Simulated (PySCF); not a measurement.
Input for PySCF:
```python
from pyscf import gto, scf, cc

mol = gto.M(
    atom='''
F     2.24180610   -0.01504848   -0.67225413
C     1.48256483    0.21210371    0.40084165
F     1.63666190    1.47421199    0.80383342
C     0.18045076   -0.40670960    0.49176153
F    -0.01977017   -1.37904404    1.38117812
C    -1.03302769   -0.07382793   -0.35157085
F    -2.07511199    0.30564498    0.39834754
F    -0.75958953    0.91672918   -1.19651435
F    -1.44398826   -1.12353778   -1.07527882
''',
    basis='sto-3g',
    spin=2,
    verbose=4,
)

mf = scf.UHF(mol)
mf.kernel()

mycc = cc.CCSD(mf)
mycc.kernel()
et = mycc.ccsd_t()
print('E(CCSD(T)) = %.10f' % (mycc.e_tot + et))
```

Problem. What does this run give for the SCF-reference dipole moment, nuclear repulsion energy, number of basis functions, SCF-reference <S^2>?

Solution. 
The SCF-reference dipole moment is 0.56 D. The nuclear repulsion energy is 504.4763 Eh, the number of basis functions is 45 and the SCF-reference <S^2> comes out as 2.010.

These values belong to the state on which the SCF converged, which isn't shown to be the lowest.
